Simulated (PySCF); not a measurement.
Coordinates in bohr (charge 1 multiplicity 4):
```
Se    0.0000    0.0000   -0.6760
Mg    4.5921    0.0000    0.7910
Mg   -2.2960    3.9769    0.7910
Mg   -2.2960   -3.9769    0.7910
```

All numbers come from UPBE0 in PySCF with Se def2-TZVP, Mg def2-TZVP; no relativity; density-fitted integrals.

This geometry of [Mg3Se]+ is a stationary point at this level.

Task: What is the point group?

Result: C3v.

Task: Is it a minimum?

Result: Yes: all harmonic wavenumbers are real, though the softest, 45 cm⁻¹, leaves little margin.

Task: Give the atomic charges and bond orders.

Result: 
```json
{"atom": "Se1", "Mulliken": "-0.73", "Löwdin": "0.09", "polar tensor": "-0.87", "spin (Mulliken)": "0.23", "Mayer order to Se1": "–"}
{"atom": "Mg2,3,4", "Mulliken": "0.58", "Löwdin": "0.30", "polar tensor": "0.62", "spin (Mulliken)": "0.92", "Mayer order to Se1": "0.64"}
```

Task: Give the ideal-gas entropy at 298.15 K and 1 bar by parts.

Result: translation 171.5, rotation 109.9, vibration 77.3, spin 11.5; total 370.2 J/(mol K).

Only a few start shapes were tried, so a lower isomer may exist.
